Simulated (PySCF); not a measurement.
**BH2(NCO): computed shieldings and shifts**

BH2(NCO), CH2BNO.

Geometry:
| atom | x (Å) | y (Å) | z (Å) |
| --- | --- | --- | --- |
| B1 | 0.545 | 0.955 | -0.003 |
| H2 | 1.751 | 0.928 | 0.056 |
| H3 | -0.064 | 1.997 | -0.044 |
| N4 | -0.167 | -0.256 | -0.020 |
| C5 | -0.747 | -1.304 | -0.002 |
| O6 | -1.317 | -2.321 | 0.013 |

GIAO calculations in PySCF 2.14 on the PBE0-D3(BJ)/def2-SVP structure: isolated species, non-relativistic, equivalent atoms averaged; basis pcSseg-1.

Problem. Give the isotropic shieldings (ppm) with PBE0, wB97X-D.

Solution. 
```
             atoms                      environment   PBE0  wB97X-D
                O6               oxygen bonded to C  123.0    134.6
                N4          nitrogen bonded to C, B  161.7    171.2
                C5            carbon bonded to N, O   44.0     43.5
                B1           boron bonded to N, 2 H   49.1     52.3
             H2/H3  hydrogen on a boron bonded to N  25.46    25.76
HOMO–LUMO gap (eV)                                –   6.34    10.09
```

Problem. And the chemical shifts, against references computed in the same way?

Solution. 
```csv
atoms,"nucleus, reference",PBE0,wB97X-D
O6,"17O, H2O",211.6,198.5
N4,"15N, NH3",104.0,92.8
C5,"13C, TMS",140.5,141.1
B1,"11B, BF3·OEt2",51.6,49.3
H2/H3,"1H, TMS",5.81,5.62
```

Problem. Which part of the shielding of O6 depends on the functional?

Solution. Diamagnetic: PBE0 399, wB97X-D 399 ppm; paramagnetic: PBE0 -276, wB97X-D -265 ppm. The diamagnetic part, set mainly by inner electrons, hardly moves; the paramagnetic part goes with low-lying magnetically allowed excitations and carries the spread.

Problem. What couplings does B3LYP/pcJ-1 give?

Solution. 1J(B1,H2) = 158.1, 1J(N4,C5) = -70.4, 1J(B1,N4) = -41.4, 1J(C5,O6) = 15.2, 2J(B1,C5) = 17.4, 2J(H2,H3) = 10.0, 2J(H2,N4) = -3.6, 3J(H2,C5) = 2.6 Hz (averaged over equivalent pairs; isotopes 11B, 1H, 15N, 13C, 17O).

Experimental scales use liquid or dissolved standards, which lie at an offset from isolated NH3 (liquid NH3: subtract about 20 ppm) and H2O (liquid H2O: subtract about 36 ppm).
